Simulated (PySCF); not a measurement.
A species of formula C7H8ClN has this rotational fingerprint, computed with PySCF 2.14.0, PBE0-D3(BJ)/def2-SVP geometry optimisation, gas phase:

- Rotational constants: A = 4781, B = 676.0, C = 594.8 MHz
- Dipole components: |μa| = 3.80 D, |μb| = 0.50 D, |μc| = 0.39 D
- Inertial defect: -3.70 u·Å²
- κ: -0.96

Task: Which structure is it? (One computed conformer of each.)
A. `[CH3:1][NH:2][c:3]1[cH:4][cH:5][c:6]([Cl:7])[cH:8][cH:9]1` with C1–N2–C3–C4 -9°
B. `[CH2:1]=[C:2]([CH3:3])/[CH:4]=[C:5](\[Cl:6])[CH2:7][C:8]#[N:9]` with C1–C2–C4–C5 180°, C4–C5–C7–C8 118°

Result: A. It is CNc1ccc(Cl)cc1, a near-prolate asymmetric top. The candidates at the same level (rigid rotor, commonest isotopes):

```csv
SMILES,A (MHz),B (MHz),C (MHz),μa (D),μb (D),μc (D),Δ (u·Å²),point group,rotor
CNc1ccc(Cl)cc1,4781,676.0,594.8,3.80,0.50,0.39,-3.70,near Cs,near-prolate asymmetric top
C=C(C)/C=C(\Cl)CC#N,2447,781.4,644.6,3.26,1.00,2.45,-69.22,C1,asymmetric top
```

`C=C(C)/C=C(\Cl)CC#N` has A 49 % too low. No structure here is proved a minimum.
